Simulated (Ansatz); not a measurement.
Energy landscape of H₃N (cation, charge +1), doublet: umbrella (inversion) coordinate, bond length relaxed. Scanned: angle between the N-H bonds and the threefold axis (90 = planar). Other coordinates (N-H bond length) were minimised at PBE0/def2-TZVP.

Level of theory: CCSD(T) on UHF/aug-cc-pVQZ, frozen core (Ansatz, a quantum-chemistry and plane-wave program).

Scanned values (°): 90, 93.90, 96.90, 99.90, 102.90, 105.90, 108.90, 111.90, 114.90, 117.90, 120.90, 123.90, 126.90, 129.90, 132.

Q: Describe the profile: where are the wells and the tops?

A: Lower than their neighbours: 90° (0.0 mEh, end of the scan). Higher than their neighbours: 132° (140.8 mEh, end of the scan). The whole profile spans 140.8 mEh.
